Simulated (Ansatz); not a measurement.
Correlation energies of `[F][SbH][SiH3]` by basis set

| atom | x (Å) | y (Å) | z (Å) |
| --- | --- | --- | --- |
| F1 | -0.661 | 2.386 | -0.075 |
| Sb2 | -1.495 | 0.719 | 0.422 |
| Si3 | 0.466 | -0.728 | -0.459 |
| H4 | -0.789 | 0.684 | 1.987 |
| H5 | 1.771 | -0.156 | -0.041 |
| H6 | 0.401 | -0.810 | -1.941 |
| H7 | 0.308 | -2.096 | 0.107 |

The species carries charge 0 and has multiplicity 1. Correlated methods include outer-core shells of Sb, which these sets cover unevenly. Sb: def2 effective core potential. The structure was optimised at the PBE0-D4/def2-TZVP level. Frozen core, restricted reference, Ansatz 0.2.0.

| basis | HF (Eh) | MP2 corr. | CCSD corr. | (T) | CCSD(T) total |
| --- | --- | --- | --- | --- | --- |
| def2-SVP | -629.78071 | -0.40636 | -0.44702 | -0.00997 | -630.23770 |
| def2-TZVPP | -630.02933 | -0.72904 | -0.75022 | -0.02252 | -630.80207 |
| def2-QZVPP | -630.04676 | -1.00374 | – | – | – |
